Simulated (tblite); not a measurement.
Species: C6H14P2.
Structure used (GFN2-xTB), in Å, numbered top down from 1:
```
atom  x, y, z in Å
C1     3.054    0.858   -0.512
C2     2.212    0.622    0.480
C3     1.394   -0.617    0.586
P4    -0.290   -0.299   -0.093
C5    -1.057   -1.959   -0.142
P6     0.230   -0.099   -2.307
C7    -1.132    0.653    1.070
C8    -2.606    0.912    0.871
H9     3.223    0.132   -1.292
H10    3.609    1.778   -0.583
H11    2.056    1.359    1.256
H12    1.267   -0.932    1.624
H13    1.829   -1.425   -0.009
H14   -1.183   -2.311    0.880
H15   -0.418   -2.635   -0.709
H16   -2.029   -1.905   -0.629
H17   -1.116    0.139   -2.573
H18    0.489    1.256   -2.146
H19   -0.570    1.560    1.301
H20   -3.109    0.026    0.487
H21   -3.045    1.157    1.839
H22   -2.821    1.747    0.199
```

Computed values, GFN2-xTB/tblite, gas phase, harmonic and unscaled. This tight-binding method is rough: wavenumbers can miss measured ones by several per cent, in bad cases by 10 to 20. Modes of hydrogen on phosphorus can be 10 to 20 % off. One conformer, not necessarily the lowest.

Harmonic wavenumbers (cm⁻¹): 32.6, 67.3, 82.7, 100.7, 136.3, 144.7, 167.0, 177.1, 184.4, 205.9, 259.3, 261.9, 341.3, 388.7, 425.3, 594.0, 669.8, 677.1, 698.0, 717.4, 751.0, 806.9, 835.9, 851.6, 890.0, 891.3, 954.7, 1003.4, 1012.8, 1025.3, 1037.3, 1109.7, 1120.1, 1164.9, 1178.5, 1275.7, 1284.0, 1299.0, 1388.0, 1405.0, 1413.5, 1416.9, 1434.5, 1491.6, 1508.2, 1699.7, 2267.7, 2335.0, 2930.7, 2936.6, 2938.7, 2953.2, 2990.4, 2998.3, 3001.9, 3006.2, 3014.9, 3064.2, 3085.9, 3125.2.

A = 1659, B = 1024, C = 850.0 MHz; mass 148.057 u (most abundant isotopes); point group C1, symmetry number 1.

Task: Zero-point energy?

Result: ½Σν̃ = 38615 cm⁻¹ = 461.94 kJ/mol.

Task: What is S at 298.15 K and 1 bar for an ideal gas of classical rigid rotors and harmonic oscillators?

Result: Translation 171.18, rotation 124.63, vibration 175.92: S = 471.7 J/(mol K).

Task: And Cp and H(298.15 K) − H(0)?

Result: Cp = 196.99 J/(mol K), of which vibrations give 163.74 (their classical limit is 60 R = 498.9); H(298.15 K) − H(0) = 36.58 kJ/mol without the zero-point energy, 26.67 from vibrations.

Task: What must be added to the electronic energy to get the Gibbs energy at 298.15 K and 1 bar?

Result: ZPE + [H(298.15 K) − H(0)] − T·S = 461.94 + 36.58 − 140.65 = 357.87 kJ/mol.

Task: Which modes carry the vibrational entropy at 298.15 K?

Result: 32.6 cm⁻¹: 23.70; 67.3 cm⁻¹: 17.70; 82.7 cm⁻¹: 16.01; 100.7 cm⁻¹: 14.40; 136.3 cm⁻¹: 11.95; 144.7 cm⁻¹: 11.47 J/(mol K); the other 54 give 80.70 together.

Hindered rotation and anharmonicity are outside this model. Other conformers, if any are populated, would add a mixing term that is left out. The structure is chiral; the term R ln 2 for an equal mix with its mirror image is left out.

Hardware: one thread of an Intel Xeon Platinum 8488C, on a shared host. Cost: 1.2 s. This covers the Hessian and the dipole derivatives.
